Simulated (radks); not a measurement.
Values are calculated unless marked as measured or tabulated.
Species: the tantalum ion Ta63+. Configuration: [He] 2s2 2p5 3s1 (not the ground configuration). Code: a radial shooting solver on a logarithmic mesh with Libxc functionals. Model: Dirac Kohn-Sham, PBE, spin-unpolarised, spherical densities, finite nucleus; open shells fill j = l - 1/2 first; Fermi nuclear charge, rms radius 5.3507 fm.

Unscreened Slater integrals over Kohn-Sham orbitals (hartree). Large and small components are both included. Empty in this configuration: 3p1/2.

integral,value
"F0(3s1/2,3s1/2)",4.8894
"F0(3s1/2,2p3/2)",6.3745
"G1(3s1/2,2p3/2)",0.66885
"F0(3s1/2,2p1/2)",6.5049
"G1(3s1/2,2p1/2)",0.68584
"F0(3s1/2,2s1/2)",6.2961
"G0(3s1/2,2s1/2)",0.59915
"F0(3s1/2,3p1/2)",5.0457
"G1(3s1/2,3p1/2)",3.1014
"F0(2p3/2,2p3/2)",12.846
"F2(2p3/2,2p3/2)",6.1324
"F0(2p3/2,2p1/2)",13.542
"G2(2p3/2,2p1/2)",5.9762
"F0(2p3/2,2s1/2)",12.187
"G1(2p3/2,2s1/2)",6.8718
"F0(2p3/2,3p1/2)",6.8383
"G2(2p3/2,3p1/2)",0.76675
"F0(2p1/2,2p1/2)",14.406
"F0(2p1/2,2s1/2)",12.776
"G1(2p1/2,2s1/2)",6.6370
"F0(2p1/2,3p1/2)",7.0103
"G0(2p1/2,3p1/2)",0.80890
"F0(2s1/2,2s1/2)",11.798
"F0(2s1/2,3p1/2)",6.7018
"G1(2s1/2,3p1/2)",0.59477
"F0(3p1/2,3p1/2)",5.2448
